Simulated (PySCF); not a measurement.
**Electronic absorption of C4HClO2S**

Species: C4HClO2S.
Bonds: O1–C2 (double), C2–C3, C3–O4 (double), C3–C5, C5–Cl6, C5–C7 (double), C7–S8 (double). Hydrogens: H9 on C2.

Computed, not measured: TDDFT CAM-B3LYP/def2-SVPD, vertical, gas phase, core orbitals frozen in the response (PySCF). One conformer (not necessarily the lowest) at the GFN2-xTB geometry, without solvent, vibrations or thermal averaging. Torsions of this conformer, `[O:1]=[CH:2][C:3](=[O:4])[C:5]([Cl:6])=[C:7]=[S:8]`: O1–C2–C3–O4 180°, C2–C3–C5–Cl6 180°.

```json
{"state": "S1", "E (eV)": "2.48", "E (hartree)": "0.0913", "f": "0.0000", "symmetry": "–", "main configurations (H = HOMO, L = LUMO)": "H→L+1 (97%)"}
{"state": "S2", "E (eV)": "2.86", "E (hartree)": "0.1053", "f": "0.0001", "symmetry": "–", "main configurations (H = HOMO, L = LUMO)": "H-1→L (93%)"}
{"state": "S3", "E (eV)": "3.25", "E (hartree)": "0.1193", "f": "0.062", "symmetry": "A′", "main configurations (H = HOMO, L = LUMO)": "H→L (85%), H-1→L+1 (13%)"}
{"state": "S4", "E (eV)": "4.47", "E (hartree)": "0.1643", "f": "0.0005", "symmetry": "–", "main configurations (H = HOMO, L = LUMO)": "H-3→L (64%), H-2→L (13%), H-5→L (11%)"}
{"state": "S5", "E (eV)": "4.62", "E (hartree)": "0.1699", "f": "0.139", "symmetry": "A′", "main configurations (H = HOMO, L = LUMO)": "H-1→L+1 (64%), H→L+2 (20%), H→L (10%)"}
{"state": "S6", "E (eV)": "5.23", "E (hartree)": "0.1921", "f": "0.0005", "symmetry": "–", "main configurations (H = HOMO, L = LUMO)": "H-1→L+2 (29%), H-4→L+1 (25%), H-2→L (24%)"}
{"state": "S7", "E (eV)": "5.39", "E (hartree)": "0.1980", "f": "0.042", "symmetry": "A′", "main configurations (H = HOMO, L = LUMO)": "H-2→L+1 (67%), H→L+2 (18%), H-1→L+1 (8%)"}
{"state": "S8", "E (eV)": "5.40", "E (hartree)": "0.1986", "f": "0.0001", "symmetry": "–", "main configurations (H = HOMO, L = LUMO)": "H-4→L+1 (57%), H-2→L (15%), H-1→L+2 (13%)"}
```

Triplets, Tamm–Dancoff:

| state | E (eV) | λ (nm) | main configurations (H = HOMO, L = LUMO) |
| --- | --- | --- | --- |
| T1 | 2.22 | 558.8 | H→L+1 (94%) |
| T2 | 2.27 | 546.5 | H→L (92%) |
| T3 | 2.41 | 515.1 | H-1→L (88%) |

The lowest singlet comes at 499 nm (240 kJ/mol) in the visible; it is dark (f under 0.0005); its leading configuration is HOMO→LUMO+1 (97%). The strongest level in the table is S5 at 4.62 eV (268 nm, f = 0.139). Löwdin shares by element: HOMO carbon 37% or more, sulfur 31%, chlorine 17%; LUMO oxygen 38%, carbon 38% or more (atoms not listed hold the other 24%). Weighted by f, the mean energy of these states is 4.41 eV. The listed states span 2.92 eV, and the widest gap between neighbours is 1.23 eV (S3 to S4). Of the 8 states listed, 3 reach f = 0.01 and 5 stay under 0.0005. 3 computed singlets (S1 to S3) lie in the visible range (380 to 750 nm), the largest f among them at 382 nm, f = 0.062; light of that wavelength is violet, and its complementary colour is yellow-green; a Tamm–Dancoff triplet lies at 559 nm, without intensity as long as spin–orbit coupling is left out. Symmetry labels in Cs follow from the direction of the transition dipole and are given only for states with f of 0.002 or more. Only the lowest 8 singlets were computed, as vertical energies without vibronic structure.

On one thread of an Arm Neoverse N1, no GPU, shared host with 64 logical CPUs at a one-minute load of 60, this took 59 s of wall time and 0.81 GiB of memory at its peak.
